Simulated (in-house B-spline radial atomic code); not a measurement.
Te⁺. Computed with a B-spline radial atomic code. Model: non-relativistic spherical atom: semilocal Troullier-Martins pseudo-atom, one channel per l, against all electrons, high spin, G0W0 and RPA with empty states to l = 8, local potential for every l without a channel, a model core (radius 0 = none) keeps its share of the functional.

The core holds an angular momentum without a channel of its own, so the local potential lets valence electrons into it.

Without relativity these are model numbers for so heavy an element.

What the tables leave out is listed at the end.

The pseudopotential gives back the lowest level of each angular momentum of its own functional in the configuration it was made in; a second state of the same l is only approximately right. Exact exchange, RPA and GW see the smooth pseudo-orbitals and miss the exchange with the core, for which the functional's share stands in. The column with an uncorrelated core keeps all orbitals and exact exchange, and so separates missing core correlation from pseudisation. Only the three outermost levels and the lowest empty one were computed. RPA here is direct RPA, with no exchange kernel, and its energies carry an (l + 1/2)⁻⁴ tail. A hybrid on a potential with a model core restores only its own semilocal share of the core's exchange.

Command:
```bash
python run_psgw.py task.json out
```
Settings (lengths in bohr, energies in hartree):
```
Z                      52
electrons              51
configuration          [Kr] 4d10 5s2 5p3
generated_in           [Kr] 4d10 5s2 5p4
functional             lda,vwn
core_shells            9
radius_factor          1.3
core_correction        False
```

Cost of the run: 41 s on 1 thread of Arm Neoverse N1 (shared host).

Given: made with LDA VWN5; model core radius 0 bohr; local radius 2.461 bohr; mean-field start LDA VWN5.

Valence shells of the generating configuration: 5s, 5p.

Channel: s 2.399, p 2.814 (radii in bohr).

Computed: largest level miss in the spin-unpolarised generating configuration 0 eV; valence RPA correlation energy pseudo -0.21817 hartree; all-electron RPA polarisability, core included 19.8 bohr³; pseudo-atom RPA polarisability 20.727 bohr³.

| level | occupied | mean-field all-electron (eV) | mean-field pseudo minus all (eV) | G0W0 all-electron (eV) | G0W0 uncorrelated core minus all (eV) | G0W0 pseudo minus all (eV) | exchange self-energy all-electron (eV) | exchange self-energy pseudo (eV) |
| --- | --- | --- | --- | --- | --- | --- | --- | --- |
| 5p up | 1 | -14.597 | -0.075 | -18.842 | 0.316 | -0.237 | -17.545 | -14.615 |
| 5s down | 1 | -21.232 | 0.456 | -25.112 | 0.816 | 0.148 | -16.427 | -11.536 |
| 5p down (empty) | 0 | -12.712 | 0.293 | -9.2706 | 0.361 | -0.395 | -5.3613 | -2.3772 |

Task: What is the valence RPA correlation energy all-electron orbitals?

Result: -0.17323 hartree.

Given: mean-field start PBE0.

Computed: valence RPA correlation energy all-electron orbitals -0.15762 hartree; valence RPA correlation energy pseudo -0.19575 hartree; all-electron RPA polarisability, core included 17.773 bohr³.

```json
{"level": "5p up", "occupied": "1", "mean-field all-electron (eV)": "-15.79", "mean-field pseudo minus all (eV)": "-0.177", "G0W0 all-electron (eV)": "-19.017", "G0W0 uncorrelated core minus all (eV)": "0.304", "G0W0 pseudo minus all (eV)": "-0.176", "exchange self-energy all-electron (eV)": "-17.432", "exchange self-energy pseudo (eV)": "-14.709"}
{"level": "5s down", "occupied": "1", "mean-field all-electron (eV)": "-21.711", "mean-field pseudo minus all (eV)": "-0.07", "G0W0 all-electron (eV)": "-25.107", "G0W0 uncorrelated core minus all (eV)": "0.813", "G0W0 pseudo minus all (eV)": "0.168", "exchange self-energy all-electron (eV)": "-16.167", "exchange self-energy pseudo (eV)": "-11.65"}
{"level": "5p down (empty)", "occupied": "0", "mean-field all-electron (eV)": "-11.207", "mean-field pseudo minus all (eV)": "-0.024", "G0W0 all-electron (eV)": "-9.0768", "G0W0 uncorrelated core minus all (eV)": "0.347", "G0W0 pseudo minus all (eV)": "-0.207", "exchange self-energy all-electron (eV)": "-5.0398", "exchange self-energy pseudo (eV)": "-2.3671"}
```

Task: What is the pseudo-atom RPA polarisability?

Result: 18.066 bohr³.

Given: mean-field start Hartree-Fock.

Computed: valence RPA correlation energy all-electron orbitals -0.12431 hartree; valence RPA correlation energy pseudo -0.15023 hartree; pseudo-atom RPA polarisability 14.035 bohr³.

| level | occupied | mean-field all-electron (eV) | mean-field pseudo minus all (eV) | G0W0 all-electron (eV) | G0W0 uncorrelated core minus all (eV) | G0W0 pseudo minus all (eV) | exchange self-energy all-electron (eV) | exchange self-energy pseudo (eV) |
| --- | --- | --- | --- | --- | --- | --- | --- | --- |
| 5p up | 1 | -18.78 | -0.219 | -19.337 | 0.28 | -0.072 | -17.178 | -14.697 |
| 5s down | ? | ? | ? | ? | ? | ? | ? | ? |
| 5s up | 1 | -30.34 | -0.488 | -28.674 | 0.332 | 0.149 | -22.627 | -19.018 |
| 5p down (empty) | 0 | -7.1578 | -0.048 | -8.7821 | 0.264 | 0.016 | -3.9792 | -2.0603 |

Task: What belongs in the row 5s down?

Result: occupied: 1; mean-field all-electron (eV): -23.167; mean-field pseudo minus all (eV): -0.216; G0W0 all-electron (eV): -25.111; G0W0 uncorrelated core minus all (eV): 0.777; G0W0 pseudo minus all (eV): 0.3; exchange self-energy all-electron (eV): -15.584; exchange self-energy pseudo (eV): -11.547.

Task: What is the all-electron RPA polarisability, core included?

Result: 14.222 bohr³.

Among the listed levels the largest G0W0 shift of the pseudo-atom is -0.40 eV, for 5p down (empty) on the LDA VWN5 start, while leaving the core uncorrelated moves that level by +0.36 eV. So pseudisation and the lost core exchange, not the missing core correlation, make the error. Not in the tables (levels of low weight, unsolved or above zero; the highest and the empty levels are kept at any weight): on LDA the G0W0 levels 5s up (pseudo minus all +1.27 eV, weights 0.30 and 0.22); on PBE0 the G0W0 levels 5s up (pseudo minus all +0.19 eV, weights 0.49 and 0.36).
